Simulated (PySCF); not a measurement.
## TDDFT excited states: C4H8Cl2Si

C4H8Cl2Si.
Cartesian coordinates in Å at the GFN2-xTB level; atoms count from 1:
```xyz
15
C4H8Cl2Si angstrom
C      2.3905    0.1047   -0.3064
C      1.4343    0.5664    0.4858
Si     0.0689   -0.4846    1.2379
C     -1.5453   -0.0194    0.2880
Cl    -2.0427    1.6182    0.8169
C     -1.3752    0.0347   -1.2116
Cl    -0.7809   -1.5383   -1.7802
H      2.4549   -0.9393   -0.5668
H      3.1509    0.7429   -0.7309
H      1.4193    1.6268    0.7133
H     -0.1752   -0.1250    2.6351
H      0.3105   -1.9165    1.0746
H     -2.3742   -0.6791    0.5477
H     -2.3119    0.2378   -1.7341
H     -0.6283    0.7788   -1.4914
```

Computed with PySCF 2.14.0, density-fitted response routines, TDDFT PBE0/def2-SVPD, vertical, gas phase, core orbitals frozen in the response.

```json
{"state": "S1", "E (eV)": "6.34", "λ (nm)": "195.7", "ν̃ (cm⁻¹)": "51100", "f": "0.040", "|μ| (D)": "1.30", "main configurations (H = HOMO, L = LUMO)": "H→L (68%), H-1→L (23%)"}
{"state": "S2", "E (eV)": "6.59", "λ (nm)": "188.1", "ν̃ (cm⁻¹)": "53170", "f": "0.011", "|μ| (D)": "0.66", "main configurations (H = HOMO, L = LUMO)": "H→L+1 (82%), H-1→L+1 (12%)"}
{"state": "S3", "E (eV)": "6.66", "λ (nm)": "186.2", "ν̃ (cm⁻¹)": "53710", "f": "0.036", "|μ| (D)": "1.19", "main configurations (H = HOMO, L = LUMO)": "H-2→L (38%), H-5→L (22%), H→L (17%)"}
{"state": "S4", "E (eV)": "7.01", "λ (nm)": "176.8", "ν̃ (cm⁻¹)": "56570", "f": "0.025", "|μ| (D)": "0.97", "main configurations (H = HOMO, L = LUMO)": "H-2→L (50%), H-3→L (14%), H-5→L (11%)"}
{"state": "S5", "E (eV)": "7.08", "λ (nm)": "175.2", "ν̃ (cm⁻¹)": "57080", "f": "0.0015", "|μ| (D)": "0.24", "main configurations (H = HOMO, L = LUMO)": "H-3→L (65%), H-5→L (10%)"}
{"state": "S6", "E (eV)": "7.14", "λ (nm)": "173.7", "ν̃ (cm⁻¹)": "57580", "f": "0.022", "|μ| (D)": "0.91", "main configurations (H = HOMO, L = LUMO)": "H-2→L+1 (74%)"}
{"state": "S7", "E (eV)": "7.26", "λ (nm)": "170.7", "ν̃ (cm⁻¹)": "58580", "f": "0.169", "|μ| (D)": "2.48", "main configurations (H = HOMO, L = LUMO)": "H-1→L (42%), H-3→L (13%), H-5→L (10%)"}
{"state": "S8", "E (eV)": "7.32", "λ (nm)": "169.3", "ν̃ (cm⁻¹)": "59080", "f": "0.033", "|μ| (D)": "1.08", "main configurations (H = HOMO, L = LUMO)": "H-3→L+1 (41%), H-1→L+1 (15%), H→L+3 (14%)"}
```

Triplets (Tamm–Dancoff): T1 4.28 eV, H→L (49%), H-1→L (39%); T2 5.91 eV, H-1→L (30%), H-5→L (22%), H→L (16%); T3 5.97 eV, H→L+1 (57%), H-1→L+1 (16%).

The lowest singlet lies at 6.34 eV (196 nm, vacuum ultraviolet) and is of moderate strength; its leading configuration is HOMO→LUMO (68%). The strongest level in the table is S7 at 7.26 eV (171 nm, f = 0.169). Löwdin shares by element: HOMO carbon 49% or more, chlorine 24% or more (atoms not listed hold the other 27%); LUMO carbon 64% or more, silicon 10%, hydrogen 5% or more (atoms not listed hold the other 21%). Weighted by f, the mean energy of these states is 7.04 eV. Orbital energies (eV): HOMO-3 -8.79, HOMO-2 -8.61, HOMO-1 -8.49, HOMO -7.99, LUMO -0.71, LUMO+1 0.00, LUMO+2 0.56. The listed states span 0.99 eV, and the widest gap between neighbours is 0.35 eV (S3 to S4). Singlets were solved by full linear response, triplets in the Tamm–Dancoff approximation.

Hardware: one thread, Arm Neoverse N1 (aarch64) (shared host). Cost: 86 s, 0.85 GiB resident at most.

One conformer stands for the species.
